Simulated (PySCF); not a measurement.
FH5N2Sn. Atoms are numbered in the order given.

```xyz
9

Sn     0.0458     0.0914    -0.2228
N     -1.6350    -1.0559    -0.2458
N      1.5714    -1.0900     0.4231
F     -0.1448     1.5477     1.0824
H      0.3383     0.8505    -1.7249
H     -2.3995    -0.6349    -0.7742
H     -1.9871    -1.2623     0.6897
H      1.2329    -1.8547     1.0084
H      2.2726    -0.5770     0.9585
```
Charge 0, spin multiplicity 1.

Geometry optimised at B3LYP-D3(BJ)/def2-SVP. The def2 effective core potentials stand for the cores of Sn; spin–orbit coupling is left out. One conformer was computed; it need not be the lowest.

Calculation: PBE0/def2-TZVP (PySCF).

Isolated molecule, no solvent.

```json
{
 "total_energy": "-426.57317 hartree",
 "highest_occupied_level": "-7.71 eV",
 "lowest_empty_level": "-0.71 eV",
 "orbital_gap": "7.01 eV",
 "dipole_moment": "1.25 D",
 "quadrupole, principal values (traceless, Buckingham form, about the centre of nuclear charge)": "-15.75, 6.02, 9.74 D·Å",
 "mean_static_polarisability": "51.9 bohr³ (7.69 Å³)",
 "polarisability_principal_values": "46.0, 53.0, 56.8 bohr³"
}
```
